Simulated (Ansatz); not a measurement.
Program: Ansatz. Geometries: PBE0-D4/def2-TZVP. ΔE: electronic, gas phase. CCSD(T)/CBS is the MP2 limit (def2-TZVPP, def2-QZVPP) plus CCSD(T) − MP2 in def2-TZVPP, frozen cores. DFT in def2-TZVPP. B3LYP here is the variant with VWN-RPA as its local correlation; programs differ in this. Elements past krypton have def2 core potentials. For Se, Sn outer-core shells are correlated without core-valence functions, which leaves a few kJ/mol of doubt a bond. Scalar relativity is left out up to krypton. One conformer a species, not always the lowest.

Reaction (redistribution): `Cl[Si](Cl)(Cl)[SeH]` + `CO[SiH2][SnH3]` → `CO[SiH2][SeH]` + `Cl[Si](Cl)(Cl)[SnH3]`

```json
{"level": "B3LYP-D4", "ΔE (kJ/mol)": "-12.5"}
{"level": "B2PLYP", "ΔE (kJ/mol)": "-14.9"}
{"level": "PBE", "ΔE (kJ/mol)": "-13.3"}
{"level": "HF/CBS(def2)", "ΔE (kJ/mol)": "-20.3"}
```

Task: What does CCSD(T)/CBS give? (An estimate is asked.)

Result: Computed: -13.6 kJ/mol. The listed levels differ from it by 1.1, -1.3, 0.3, -6.7 kJ/mol.

Largest T1 diagnostic among the species: 0.013.

In def2-TZVPP, CCSD(T) changes the Hartree–Fock value by +6.8 kJ/mol (the triples alone add +0.8 kJ/mol) and MP2 by +8.0 kJ/mol. The D4 term adds +3.8 kJ/mol with B3LYP and +1.9 kJ/mol with PBE0; it sums over pairs of atoms, weighted by their polarisabilities, and B3LYP, whose exchange is more repulsive, gets the larger term.
